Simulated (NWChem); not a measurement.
System: CH4CdO; SMILES C[O][CdH]

```xyz
7

Cd     0.0067     0.6312    -0.0002
H      0.4535     2.2135     0.0065
O     -0.5290    -1.2641     0.0003
C      0.3050    -2.3712    -0.0001
H      0.9712    -2.4351     0.8871
H     -0.3055    -3.2952     0.0064
H      0.9621    -2.4415    -0.8935
```
Atoms are numbered in this order, from 1.

All runs: NWChem. The geometry was optimised at PBE0/def2-SVP. def2 effective core potentials on Cd; no spin-orbit coupling.

Problem. Estimate the computed values for PBE0/def2-SVP. Quantities: highest occupied level (eV); orbital gap (eV); dipole (D).

Solution. The highest occupied level (eV) is -6.77, the orbital gap (eV) comes out as 6.29 and the dipole (D) comes out as 1.30.
